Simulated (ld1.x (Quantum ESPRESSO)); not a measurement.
Building the ultrasoft potential for Ge (Z = 32) (PBEsol, scalar-relativistic).

* Element: germanium (Ge)
* Generator: ld1.x (Quantum ESPRESSO) 7.5
* Type: ultrasoft
* Functional: PBEsol
* Relativity: scalar-relativistic
* Frozen core: [Ar] 3d10
* Valence charge: 4
* Reference configuration: 4s2 4p2
* Partial waves: 4s (bound): rcut 1.65, rcutus 1.80 bohr; 4s channel at 1.7 Ry: rcut 1.65, rcutus 1.80 bohr; 4p (bound): rcut 1.90, rcutus 2.35 bohr; 4p channel at 0.1 Ry: rcut 1.90, rcutus 2.35 bohr
* Local potential: all-electron potential smoothed inside 1.40 bohr (lloc = -1)
* Core correction: none
* Augmentation charge: PSQ, radius 1.25 bohr

Poles of the logarithmic derivatives, all-electron (AE) and pseudo (PS). s: poles at 0.1 (AE) and 0.1 (PS) Ry. p: poles at 1.3 (AE) and 1.3 (PS) Ry. Test radius 2.56 bohr.

- Cutoffs needed: 10 Ry and 15 Ry (the cutoffs (Ry, on a coarse ladder) from which the occupation-weighted sum of valence levels, in a spherical-Bessel basis at the reference potential, stays within 10 and 1 mRy of its value at 400 Ry)
- Ghost test: no extra level below or beside the all-electron valence levels (s, p, d, f tested) (spherical-Bessel basis up to 400 Ry, 20 bohr box)
- Largest excitation error: -47 meV (all-electron minus pseudo) for 4s1 4p0, out of 7 test configurations
- Lowest eigenvalue of the overlap operator: 0.38 (s channel)
- Density cutoff estimated by the generator: 152 Ry
